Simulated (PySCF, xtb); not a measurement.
O₃S, SMILES S(=O)(=O)=O.

Harmonic wavenumbers (cm⁻¹) from GFN2-xTB (xtb) at its own minimum, in rising order: 389, 479, 479, 1032, 1310, 1310.

**Question.** What does PySCF 2.14.0 with B3LYP-D3(BJ)/def2-TZVP give at its own minimum? (An estimate is asked for; the answer gives what the named calculation found.)

**Answer.** 493, 524, 524, 1073, 1400, 1400. Paired by order, the mean absolute difference is 69 cm⁻¹ and the zero-point energies are 7.1 and 7.7 kcal/mol.
